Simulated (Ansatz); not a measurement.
Calculated with Ansatz (gas phase, PBE0-D4/def2-TZVP geometries, no zero-point term in ΔE). CBS: MP2 limit from def2 TZ/QZ plus the TZ coupled-cluster correction, frozen cores. This one scheme is used for every species. DFT in def2-TZVPP. B3LYP here is the variant with VWN-RPA as its local correlation; programs differ in this. One conformer a species, not always the lowest.

Consider the ligand exchange at a B–O bond: `[SiH3]OB(S)O[SiH3]` + NH₃ → `NB(S)O[SiH3]` + silanol.

| level | ΔE (kcal/mol) | difference from CCSD(T)/CBS |
| --- | --- | --- |
| r2SCAN-D4 | 5.0 | -0.4 |
| PBE0-D4 | 4.7 | -0.7 |
| B3LYP-D4 | 6.0 | 0.6 |
| ωB97M-V | 5.1 | -0.3 |
| B2PLYP | 4.7 | -0.7 |
| PBE | 3.3 | -2.1 |
| r2SCAN | 4.6 | -0.8 |
| PBE0 | 3.6 | -1.8 |
| B3LYP | 4.3 | -1.1 |
| HF/def2-TZVPP | 6.0 | 0.6 |
| CCSD(T)/def2-TZVPP | 5.5 | 0.1 |
| HF/def2-QZVPP | 6.2 | 0.8 |
| SCS-MP2/def2-QZVPP | 5.0 | -0.4 |
| HF/CBS(def2) | 6.3 | 0.9 |
| MP2/CBS(def2) | 4.7 | -0.7 |
| CCSD/CBS(def2) | 5.3 | -0.1 |
| CCSD(T)/CBS | 5.4 | 0 |

Largest T1 diagnostic among the species: 0.013.

The D4 term adds +1.8 kcal/mol with B3LYP and +1.1 kcal/mol with PBE0; it sums over pairs of atoms, weighted by their polarisabilities, and B3LYP, whose exchange is more repulsive, gets the larger term.
